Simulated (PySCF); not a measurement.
**Gas-phase XPS of (Cl2Ga-mu-H)3, computed**

Compound: (Cl2Ga-mu-H)3.
Z-matrix (Å and degrees, PBE0-D3(BJ)/def2-SVP geometry), rows numbered from 1:
```
Ga
Cl  1  2.1298
Cl  1  2.1262  2  125.05
H   1  1.7012  2  109.15  3  -127.21
Ga  4  1.7029  1  134.59  2   -69.32
Cl  5  2.1276  4  109.76  1    80.46
Cl  5  2.1246  4  106.89  1  -144.30
H   5  1.7124  4   97.88  1   -30.16
Ga  8  1.7051  5  129.02  4   -28.23
Cl  9  2.1269  8  107.74  5   169.24
Cl  9  2.1315  8  109.12  5   -53.77
H   9  1.6972  8   98.00  5    57.24
```

Computed with delta-SCF UKS SCAN, pcX-2 on the ionised atom, pcseg-1 elsewhere, spin-free X2C in PySCF. Binding energies are ΔSCF values: E(core-ionised, relaxed orbitals) − E(ground state) at a fixed geometry, referred to the vacuum level.

Problem. List the computed XPS lines with their assignment.

Solution. 
```
 atom(s)            environment     level  binding energy (eV)  2p1/2 (eV)  count
Cl2 (×6)  chlorine bonded to Ga  Cl 2p3/2               206.07      207.73      6
Cl2 (×6)  chlorine bonded to Ga     Cl 1s              2828.68           –      6
```

Problem. Which photon wavelength matches the Cl 2p3/2 of Cl2 (×6) threshold?

Solution. λ = hc/E = 12398.42 eV Å / 206.07 eV = 60.166 Å.

Problem. Give the binding energy of Cl 2p3/2 of Cl2 (×6) in hartree and in kJ/mol.

Solution. 206.07 eV = 7.5729 Eh = 19883 kJ/mol.

Topologically equivalent atoms share the value of their first member; where this conformer doesn't relate them by symmetry, their own values could differ. Spin–orbit coupling isn't in the SCF: each 2p doublet comes from a relaxed spin-free hole plus a matrix of the shell (mean-field spin–orbit coupling and the ground-state 2p splitting), with 2p3/2 averaged over its two sublevels. 2p1/2 minus 2p3/2 (ligand field included): Cl 1.65 eV. No level of gallium is listed. Geometry: PBE0-D3(BJ)/def2-SVP; no solvent, vibrations or thermal averaging.
